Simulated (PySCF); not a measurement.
## Spin states of RbMg⁺

Unrestricted PBE0; PySCF, scalar-relativistic core potentials, basis sets Rb def2-SVP with ECP28, Mg def2-SVP. Outer shells of the fragments: Rb+ closed shells only; Mg 3s2.

Followed along the bond (rough minima from three points):

| 2Ms+1 | unpaired | ⟨S²⟩ at the start | R at minimum (Å) | Te (eV) |
| --- | --- | --- | --- | --- |
| 1 | none | 0.00 | 3.98 | 0.00 |
| 3 | σ ↑↑ | 2.00 | none in the scan | ≤ 2.17 |

Solutions found at the starting distance of 3.515 Å, counted from the lowest of them; the search is not exhaustive and high or unbound solutions are not listed, so other states can lie among these:

```tsv
2Ms+1	unpaired	term	E (eV)	⟨S²⟩	⟨Lz²⟩	μ (D)
1	none	¹Σ⁺	0.00	0.00	0.00	-0.13
3	σ ↑↑	³Σ⁺	2.43	2.00	0.00	-0.17
3	σ ↑, π ↑	³Π	2.76	2.00	1.00	-0.31
1	σ ↑, π ↓	mixed	3.42	1.00	1.00	-0.13
3	σ ↑, δ ↑	³Δ	6.63	2.00	4.00	9.90
1	σ ↑, δ ↓	mixed	6.72	1.00	4.00	10.87
```

A term symbol is given only where ⟨S²⟩ and ⟨Lz²⟩ are close to those of a pure state; real π, δ and φ orbitals otherwise mix terms. A positive dipole points towards Mg; it is taken about the centre of mass and depends on that origin.

Counting both spins, an empty level lies below a filled one in some of these solutions, because spin and occupation are held.
